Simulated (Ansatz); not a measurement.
Ansatz results at the PBE0-D4/def2-TZVP geometry: size of the dipole moment (B3LYP/def2-TZVPP) 1.35 D; HOMO–LUMO gap (PBE0/def2-TZVPP) 7.74 eV; LUMO energy (ωB97M-V/def2-TZVPP) 1.31 eV.

Each molecule was computed in one conformer, which needn't be the lowest.

(1) Which molecule gave them?
A. `F[SiH](Cl)S[SiH2]Cl`
B. `O[SiH](O)O[SiH](O)Cl`
C. `C=C[SiH2]O[SiH2]F`
D. `N[SiH2]N[SiH](N)O`

Answers

(1) A. The others give `N[SiH2]N[SiH](N)O`: 2.78, 8.01, 1.98; `C=C[SiH2]O[SiH2]F`: 1.87, 7.52, 1.52; `O[SiH](O)O[SiH](O)Cl`: 0.78, 9.83, 2.00.

B3LYP here is the variant with VWN-RPA as its local correlation; programs differ in this.
